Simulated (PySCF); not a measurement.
TeCl₂: bending curve

All numbers come from r2SCAN/[Te def2-TZVP with ECP28, Cl def2-TZVP], scalar-relativistic core potentials, density fitting, no spin–orbit coupling, PySCF.

Rigid scan from the singlet minimum (Te–Cl 2.331 Å (×2); Cl–Te–Cl 99.5°). Coordinate: the Cl–Te–Cl angle, bonds fixed. Energies in kJ/mol from the minimum.

Q: Predict the curve at 80, 90, 100, 110, 120, 130, 140, 150, 160, 170, 180.

A: 
| bond angle (°) | E (kJ/mol) | dipole size (D) |
| --- | --- | --- |
| 80 | 35.0 | 2.37 |
| 90 | 6.9 | 2.12 |
| 100 | 0.0 | 1.86 |
| 110 | 6.5 | 1.61 |
| 120 | 22.6 | 1.36 |
| 130 | 46.2 | 1.12 |
| 140 | 75.5 | 0.89 |
| 150 | 108.1 | 0.66 |
| 160 | 201.8 | 0.60 |
| 170 | 165.6 | 0.22 |
| 180 | 175.8 | 0.00 |

With the bonds held, the linear shape lies 175.8 kJ/mol from the minimum.

The scan took of the order of 6 core-minutes on a shared host.
